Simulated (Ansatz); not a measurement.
(HCd-mu-NH2)2 (Cd₂N₂H₆), 10 atoms. Hardware: 4 threads of Arm Neoverse V2 on a shared host.

In the def2 sets Cd takes a core potential; there is no spin–orbit coupling.

Question: How many basis functions does each of these Ansatz runs have, and roughly what does it cost? PBE0-D4/def2-TZVPD, charge -1 doublet at the geometry of the charge 0 singlet, energy, from earlier orbitals; r2SCAN-D4/def2-TZVPD, charge 0 singlet, energy, from earlier orbitals; HSE06-D4/def2-TZVP, charge 0 singlet, energy, from earlier orbitals; r2SCAN-D4/def2-TZVP, charge 0 singlet, energy, from earlier orbitals; r2SCAN-D4/def2-TZVPD, charge -1 doublet at the geometry of the charge 0 singlet, energy, from earlier orbitals; PBE-D4/def2-SVP, charge 0 singlet, energy, from earlier orbitals; PBE-D4/def2-TZVP, charge 0 triplet at the geometry of the charge 0 singlet, energy, from earlier orbitals; PBE0-D4/def2-TZVP, charge 1 doublet at the geometry of the charge 0 singlet, energy, from earlier orbitals; PBE0-D4/def2-TZVPD, charge 0 singlet, energy, from earlier orbitals; revPBE-D4/def2-TZVP, charge 0 singlet, energy, from earlier orbitals; r2SCAN-D4/def2-TZVP, charge 1 doublet at the geometry of the charge 0 singlet, energy, from earlier orbitals; CAM-B3LYP-D4/def2-TZVP, charge 0 singlet, energy, from earlier orbitals.

Answer: Other jobs shared the machine, so times can vary by a factor of up to 3. A dash marks memory too small to be measured apart from the calling script's.

```tsv
run	functions	fitting or Cholesky vectors	wall time	peak host memory (GiB)
PBE-D4/def2-SVP, charge 0 singlet, energy, from earlier orbitals	120	1308	1.1 s	–
revPBE-D4/def2-TZVP, charge 0 singlet, energy, from earlier orbitals	178	1312	1.8 s	–
CAM-B3LYP-D4/def2-TZVP, charge 0 singlet, energy, from earlier orbitals	178	1344	2.5 s	–
HSE06-D4/def2-TZVP, charge 0 singlet, energy, from earlier orbitals	178	1414	2.5 s	–
PBE0-D4/def2-TZVPD, charge 0 singlet, energy, from earlier orbitals	208	1504	2.8 s	0.56
r2SCAN-D4/def2-TZVP, charge 0 singlet, energy, from earlier orbitals	178	1312	3.6 s	–
r2SCAN-D4/def2-TZVPD, charge 0 singlet, energy, from earlier orbitals	208	1402	4.3 s	–
PBE-D4/def2-TZVP, charge 0 triplet at the geometry of the charge 0 singlet, energy, from earlier orbitals	178	1312	4.5 s	–
PBE0-D4/def2-TZVP, charge 1 doublet at the geometry of the charge 0 singlet, energy, from earlier orbitals	178	1414	7 s	0.62
r2SCAN-D4/def2-TZVP, charge 1 doublet at the geometry of the charge 0 singlet, energy, from earlier orbitals	178	1312	8.5 s	–
PBE0-D4/def2-TZVPD, charge -1 doublet at the geometry of the charge 0 singlet, energy, from earlier orbitals	208	1504	12 s	0.81
r2SCAN-D4/def2-TZVPD, charge -1 doublet at the geometry of the charge 0 singlet, energy, from earlier orbitals	208	1402	27 s	–
```
